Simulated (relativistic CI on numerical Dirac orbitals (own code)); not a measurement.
Radial parameters of Au I

These numbers are calculated, not measured: Dirac-Coulomb-Breit CI, separate exchange-only KLI orbitals for each configuration, model QED (radiative potential, 1s self-energy scaled to tabulated hydrogen-like ionisation energies), valence Slater integrals scaled by 0.85, P86 correlation energy added to each configuration (own radial code, finite nucleus).

Slater integrals F^k, G^k are unscaled and averaged over j, outside the closed core [Xe] 4f14; ζ comes from projecting the Hamiltonian with its Breit term on Σ l·s of the shell.

- 5d9 6s2: ζ(5d) = 4667.4 cm⁻¹; <r>(5d) = 1.565, <r^2>(5d) = 2.936 (bohr units).
- 5d10 6p: ζ(6p) = 1788 cm⁻¹; <r>(6p) = 4.887, <r^2>(6p) = 28.66 (bohr units).
- 5d9 6s 6p: ζ(5d) = 4795.4, G^2(5d,6s) = 20625, F^2(5d,6p) = 15453, G^1(5d,6p) = 7302.9, G^3(5d,6p) = 5423.3, G^1(6s,6p) = 28918, ζ(6p) = 3131 cm⁻¹; <r>(5d) = 1.544, <r^2>(5d) = 2.836, <r>(6s) = 2.71, <r^2>(6s) = 8.445, <r>(6p) = 4.346, <r^2>(6p) = 22.43 (bohr units).

In this model ζ of a weakly bound d, f or g electron outside closed shells comes out too small, for d by up to a factor of two or three and at times with the wrong sign; that of an outer p electron is too small as well.

Correlation outside the listed configurations is missing or only estimated: errors of thousands of cm⁻¹ between configurations and terms are usual at this charge. Rates and lifetimes follow the computed energies and can be off by large factors. The fine structure of a lone outer electron comes out too small, for d and f at times inverted, and misplaced configurations move strength between like terms. 8 of the 19 excited levels that our extract of the measured tables holds in this range could be paired (the sources list more); they are missed by 5519 cm⁻¹ on average and 7831 at most, and levels without a partner can miss by more.

Averages of the first 10 configurations, taken without configuration mixing, which lowers the lowest level and can move excited configurations by several eV; other configurations of the list can lie among them:

```
Configuration  Parity  States  Average energy above the lowest level (eV)
      5d10 6s    even       2                                         0.0
      5d9 6s2    even      10                                         2.2
      5d10 6p     odd       6                                         4.5
    5d9 6s 6p     odd     120                                         6.6
      5d10 7s    even       2                                         5.8
      5d10 7p     odd       6                                         6.7
      5d10 6d    even      10                                         6.6
      5d10 8s    even       2                                         7.1
      5d10 8p     odd       6                                         7.4
      5d10 5f     odd      14                                         7.3
```
